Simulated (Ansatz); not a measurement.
A structure drawn as `[CH2][Sn]([CH3])([CH3])[OH]`, with this starting geometry:

Cartesian coordinates in Å:
```
C 0.5426 1.5831 -1.3239
Sn -0.0826 -0.1506 -0.3639
C 1.5176 -0.8798 0.8074
C -1.7036 0.2236 0.9032
O -0.6183 -1.5220 -1.7151
H 1.4288 1.4172 -2.0211
H 0.8497 2.3767 -0.6045
H 2.4328 -1.1589 0.1535
H 1.2508 -1.8123 1.3663
H 1.8445 -0.1339 1.5904
H -1.4435 1.0651 1.6703
H -2.5619 0.6651 0.3040
H -2.0768 -0.5936 1.3965
H -1.3800 -1.0797 -2.1630
```

The species carries charge 0 and has multiplicity 2. Sn takes the def2 core potential.

(1) Relax it with Ansatz at PBE-D4/def2-SVP and then PBE0-D4/def2-TZVP. Is the drawn bonding still there?

(2) Give the relaxed structure. (Estimate.)

Atoms count as bonded under 1.1 times the sum of their covalent radii (H–H under 0.85 Å, pairs among N, O and F under 1.55 Å), and a drawn bond as lost past 1.3 times.

Answers

(1) Yes, every drawn bond is still there and no new one forms.

(2) Computed: 
Z-matrix (Å, degrees):
```
Sn
C 1 2.129
C 1 2.136 2 114.5
C 1 2.113 2 113.6 3 128.6
O 1 1.983 2 102.2 3 -116.2
H 2 1.090 1 110.8 3 -57.7
H 2 1.090 1 109.5 3 -178.2
H 2 1.090 1 109.2 3 62.6
H 3 1.091 1 109.9 2 -177.4
H 3 1.090 1 109.6 2 -57.8
H 3 1.091 1 110.6 2 62.4
H 4 1.086 1 122.4 2 48.6
H 4 1.086 1 122.7 2 -132.3
H 5 0.959 1 113.0 2 -154.1
```
All modes are real.
